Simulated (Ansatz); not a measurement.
`C[Si@H](O)[Si@H](O)F` + `O[SiH2]N[SiH](O)F` → `C[Si@H](O)N[Si@@H](O)F` + `O[SiH2][SiH](O)F`  (redistribution)

Gas-phase electronic energies from Ansatz, PBE0-D4/def2-TZVP geometries. CCSD(T)/CBS adds triple-zeta CCSD(T) − MP2 to the extrapolated MP2 energy (def2 sets, frozen cores). DFT in def2-TZVPP. B3LYP here is the variant with VWN-RPA as its local correlation; programs differ in this. One conformer a species, not always the lowest.

```json
{"level": "r2SCAN-D4", "ΔE (kcal/mol)": "-2.3", "difference from CCSD(T)/CBS": "-0.3"}
{"level": "PBE0-D4", "ΔE (kcal/mol)": "-1.9", "difference from CCSD(T)/CBS": "0.1"}
{"level": "B3LYP-D4", "ΔE (kcal/mol)": "-1.8", "difference from CCSD(T)/CBS": "0.2"}
{"level": "ωB97M-V", "ΔE (kcal/mol)": "-2.3", "difference from CCSD(T)/CBS": "-0.3"}
{"level": "r2SCAN", "ΔE (kcal/mol)": "-2.2", "difference from CCSD(T)/CBS": "-0.2"}
{"level": "PBE0", "ΔE (kcal/mol)": "-1.6", "difference from CCSD(T)/CBS": "0.4"}
{"level": "MP2/def2-TZVPP", "ΔE (kcal/mol)": "-1.9", "difference from CCSD(T)/CBS": "0.1"}
{"level": "CCSD(T)/def2-TZVPP", "ΔE (kcal/mol)": "-2.1", "difference from CCSD(T)/CBS": "-0.1"}
{"level": "HF/def2-QZVPP", "ΔE (kcal/mol)": "-0.9", "difference from CCSD(T)/CBS": "1.1"}
{"level": "MP2/CBS(def2)", "ΔE (kcal/mol)": "-1.8", "difference from CCSD(T)/CBS": "0.2"}
{"level": "CCSD(T)/CBS", "ΔE (kcal/mol)": "-2.0", "difference from CCSD(T)/CBS": "0"}
```

Largest T1 diagnostic among the species: 0.012.

In def2-TZVPP, CCSD(T) changes the Hartree–Fock value by −1.1 kcal/mol (the triples alone add −0.1 kcal/mol) and MP2 by −0.9 kcal/mol.
